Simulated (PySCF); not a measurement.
Two structures of SiH$_{2}$Cl$_{2}$O, closed shell, reached by relaxing down either side of one saddle point (PBE0-D4/def2-TZVP). Energies are electronic, without zero-point energy. Program: PySCF 2.14 with density fitting (its default auxiliary sets; JK sets also for MP2 and CCSD(T)). Basis: def2-TZVPP and def2-QZVPP. Cores are frozen in the correlated methods. Extrapolation: Hartree–Fock as exp(−7.88 √X), correlation as X^−2.97. First:

```xyz
6
angstrom
Si 1.7837 -0.6147 0.0428
O 0.3032 -0.4249 -0.6864
H -1.3380 0.4102 -0.0577
Cl -2.4937 0.9258 0.2051
Cl 1.3240 0.2677 1.8602
H 0.2356 -0.7653 -1.5847
```

Second:

Si1  (1.080, 0.690, 0.361)
O2  (0.100, -1.097, -0.116)
H3  (-0.654, -1.122, 0.493)
Cl4  (0.278, 1.509, -1.449)
Cl5  (-0.534, 1.103, 1.710)
H6  (-0.266, -0.943, -1.001)
(Å)

(1) Which bonds change from the first to the second?

(2) Give the saddle point's structure and its height above each. (An estimate is asked for; the value comes from the calculation.)

The search had been set up for a 1,1-elimination (forming O2–H3, breaking Si1–O2, Si1–H3); from that guess it ended on this step instead.

T1 diagnostic: at most 0.013.

Results:

(1) SiHClO ([OH][Si][Cl]) + HCl → SiH₂Cl₂O ([OH2][Si]([Cl])[Cl]); bonds formed: Si1–Cl4, O2–H3; bonds broken: H3–Cl4; bonds weakened to dative contacts: Si1–O2.

(2) The calculation gives: 0.598 eV above the first and 0.861 eV above the second (CCSD(T) at an estimated basis limit (MP2 extrapolated from triple and quadruple zeta, plus CCSD(T) − MP2 in triple zeta)).
Si1  (1.128, 0.372, 0.045)
O2  (-0.066, -0.912, -0.322)
H3  (-0.958, 0.090, -0.375)
Cl4  (-1.149, 1.531, -0.271)
Cl5  (0.983, 0.225, 2.115)
H6  (0.062, -1.308, -1.192)
(Å)

Labels in which every atom is bracketed show which atoms are joined, not bond orders.

For scale, one of the runs: CCSD(T)/def2-TZVPP, 185 basis functions, launched by `OMP_NUM_THREADS=4 python run.py`. The run took 4.1 min on 4 CPU threads of a Oxide Virtual Turin-like (shared host), with 2 GiB of host memory at its peak.
